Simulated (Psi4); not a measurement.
CH₅Si (SMILES [CH2][SiH3]), doublet, geometry from GFN2-xTB; B3LYP5/6-31G** (Psi4 1.11).

Input for Psi4:
```
memory 2 GB

molecule mol {
0 2
  C    -0.017114    0.138611   -1.259453
  Si    0.007741   -0.066092    0.572412
  H    -0.929594    0.229158   -1.822280
  H     0.880094    0.207405   -1.849264
  H     0.033502    1.243348    1.244482
  H    -1.197921   -0.778685    1.002944
  H     1.208229   -0.807607    0.967066
}

set basis 6-31g**
set reference uks
set scf_type pk
set puream true
set d_convergence 1e-8
set dft_radial_points 99
set dft_spherical_points 590

energy('b3lyp5')
print_variables()
```

Output, abridged:

```
   => Loading Basis Set <=

    Name: 6-31G**
    Role: ORBITAL
    Keyword: BASIS

         ---------------------------------------------------------
                                   SCF
               by Justin Turney, Rob Parrish, Andy Simmonett
                          and Daniel G. A. Smith
                              UKS Reference
         ---------------------------------------------------------

  ==> Geometry <==

    Molecular point group: c1
    Full point group: C1

    Geometry (in Angstrom), charge = 0, multiplicity = 2:

       Center              X                  Y                   Z               Mass
    ------------   -----------------  -----------------  -----------------  -----------------
         C           -0.017235442545     0.140640663940    -1.269233156374    12.000000000000
         SI           0.007619557455    -0.064062336060     0.562631843626    27.976926534650
         H           -0.929715442545     0.231187663940    -1.832060156374     1.007825032230
         H            0.879972557455     0.209434663940    -1.859044156374     1.007825032230
         H            0.033380557455     1.245377663940     1.234701843626     1.007825032230
         H           -1.198042442545    -0.776655336060     0.993163843626     1.007825032230
         H            1.208107557455    -0.805577336060     0.957285843626     1.007825032230

  Running in c1 symmetry.

  Rotational constants: A =      2.27758  B =      0.40340  C =      0.38730 [cm^-1]
  Rotational constants: A =  68280.02557  B =  12093.65814  C =  11610.96625 [MHz]
  Nuclear repulsion =   56.297501309716409

  Charge       = 0
  Multiplicity = 2
  Electrons    = 25
  Nalpha       = 13
  Nbeta        = 12

  ==> Algorithm <==

  SCF Algorithm Type is PK.
  DIIS enabled.
  MOM disabled.
  Fractional occupation disabled.
  Guess Type is SAD.
  Energy threshold   = 1.00e-06
  Density threshold  = 1.00e-08
  Integral threshold = 1.00e-12

  ==> Primary Basis <==

  Basis Set: 6-31G**
    Blend: 6-31G**
    Number of shells: 29
    Number of basis functions: 57
    Number of Cartesian functions: 59
    Spherical Harmonics?: true
    Max angular momentum: 2

  ==> DFT Potential <==

   => LibXC <=

    Version 7.1.2
    S. Lehtola, C. Steigemann, M. J. T. Oliveira, and M. A. L. Marques,  SoftwareX 7, 1–5 (2018) (10.1016/j.softx.2017.11.002)

   => Composite Functional: B3LYP5 <=

    B3LYP5 Hyb-GGA Exchange-Correlation Functional

    P. J. Stephens, F. J. Devlin, C. F. Chabalowski, and M. J. Frisch,  J. Phys. Chem. 98, 11623 (1994) (10.1021/j100096a001)

    Deriv               =              1
    GGA                 =           TRUE
    Meta                =          FALSE

    Exchange Hybrid     =           TRUE
    MP2 Hybrid          =          FALSE

   => Exchange Functionals <=

    0.0800   Slater exchange
    0.7200         Becke 88

   => Exact (HF) Exchange <=

    0.2000               HF

   => Correlation Functionals <=

    0.1900   Vosko, Wilk & Nusair (VWN5)
    0.8100   Lee, Yang & Parr

   => LibXC Density Thresholds  <==

    XC_HYB_GGA_XC_B3LYP5:  1.00E-15

   => Molecular Quadrature <=

    Radial Scheme          =       TREUTLER
    Pruning Scheme         =           NONE
    Nuclear Scheme         =       TREUTLER

    Blocking Scheme        =         OCTREE
    BS radius alpha        =              1
    Pruning alpha          =              1
    Radial Points          =             99
    Spherical Points       =            590
    Total Points           =         390614
    Total Blocks           =           2855
    Max Points             =            256
    Max Functions          =             57
    Weights Tolerance      =       1.00E-15

  ==> Integral Setup <==

  Using in-core PK algorithm.
   Calculation information:
      Number of atoms:                   7
      Number of AO shells:              29
      Number of primitives:             67
      Number of atomic orbitals:        59
      Number of basis functions:        57

      Integral cutoff                 1.00e-12
      Number of threads:                 1

  Performing in-core PK
  Using 2734062 doubles for integral storage.
  We computed 92896 shell quartets total.
  Whereas there are 94830 unique shell quartets.

  ==> DiskJK: Disk-Based J/K Matrices <==

    J tasked:                  Yes
    K tasked:                  Yes
    wK tasked:                  No
    Schwarz Cutoff:          1E-12

  Minimum eigenvalue in the overlap matrix is 1.7867781927E-02.
  Reciprocal condition number of the overlap matrix is 4.1986798446E-03.
    Using symmetric orthogonalization.

  ==> Pre-Iterations <==

  SCF Guess: Superposition of Atomic Densities via on-the-fly atomic UHF (no occupation information).

   -------------------------
    Irrep   Nso     Nmo
   -------------------------
     A         57      57
   -------------------------
    Total      57      57
   -------------------------

  ==> Iterations <==

                        Total Energy        Delta E     RMS |[F,P]|

   @UKS iter SAD:  -329.90124177936951   -3.29901e+02   0.00000e+00
   @UKS iter   1:  -330.31653455634745   -4.15293e-01   8.11474e-03 ADIIS/DIIS
   @UKS iter   2:  -330.29138399066977    2.51506e-02   8.73083e-03 ADIIS/DIIS
   @UKS iter   3:  -330.44881565774227   -1.57432e-01   6.49203e-04 ADIIS/DIIS
   @UKS iter   4:  -330.44982239198885   -1.00673e-03   2.14907e-04 ADIIS/DIIS
   @UKS iter   5:  -330.44994784698764   -1.25455e-04   4.11866e-05 DIIS
   @UKS iter   6:  -330.44995329647617   -5.44949e-06   1.09594e-05 DIIS
   @UKS iter   7:  -330.44995389713711   -6.00661e-07   2.16617e-06 DIIS
   @UKS iter   8:  -330.44995391885806   -2.17210e-08   4.17798e-07 DIIS
   @UKS iter   9:  -330.44995391948021   -6.22151e-10   7.49369e-08 DIIS
   @UKS iter  10:  -330.44995391950090   -2.06910e-11   1.60245e-08 DIIS
   @UKS iter  11:  -330.44995391950192   -1.02318e-12   3.59140e-09 DIIS
  Energy and wave function converged.

  ==> Post-Iterations <==

   Electrons on quadrature grid:
      Nalpha   =   12.9999999983 ; deviation = -1.712e-09
      Nbeta    =   12.0000000159 ; deviation = 1.593e-08
      Ntotal   =   25.0000000142 ; deviation = 1.421e-08

   @Spin Contamination Metric:   3.598497316E-03
   @S^2 Expected:                7.500000000E-01
   @S^2 Observed:                7.535984973E-01
   @S   Expected:                5.000000000E-01
   @S   Observed:                5.000000000E-01

    Orbital Energies [Eh]
    ---------------------

    Alpha Occupied:

[...]
      13A     -0.230821

    Alpha Virtual:

[...]
    Beta Occupied:

[...]
    Beta Virtual:

[...]
    Final Occupation by Irrep:
              A
    DOCC [    12 ]
    SOCC [     1 ]
    NA   [    13 ]
    NB   [    12 ]

  @UKS Final Energy:  -330.44995391950192

   => Energetics <=

    Nuclear Repulsion Energy =             56.2975013097164094
    One-Electron Energy =                -566.9788818995441488
    Two-Electron Energy =                 202.9059769809976217
    DFT Exchange-Correlation Energy =     -22.6745503106717408
    Empirical Dispersion Energy =           0.0000000000000000
    VV10 Nonlocal Energy =                  0.0000000000000000
    Total Energy =                       -330.4499539195019224

  UHF NO Occupations:
  HONO-2 :   11  A 1.9997623
  HONO-1 :   12  A 1.9988854
  HONO-0 :   13  A 1.0000000
  LUNO+0 :   14  A 0.0011146
  LUNO+1 :   15  A 0.0002377
  LUNO+2 :   16  A 0.0002269
  LUNO+3 :   17  A 0.0002069

Computation Completed

Properties will be evaluated at   0.000000,   0.000000,   0.000000 [a0]

Properties computed using the SCF density matrix

 Multipole Moments:

 ------------------------------------------------------------------------------------
     Multipole            Electronic (a.u.)      Nuclear  (a.u.)        Total (a.u.)
 ------------------------------------------------------------------------------------

 L = 1.  Multiply by 2.5417464519 to convert [e a0] to [Debye]
 Dipole X            :          0.0025659           -0.0057373           -0.0031715
 Dipole Y            :         -0.0602554            0.0958821            0.0356267
 Dipole Z            :          0.2206276           -0.4620492           -0.2414217
 Magnitude           :                                                    0.2440568

 ------------------------------------------------------------------------------------

  Variable Map:
  ----------------------------------------------------------------------------
[...]
  Array Variable Map:
  ----------------------------------------------------------------------------
[...]
[...]
```
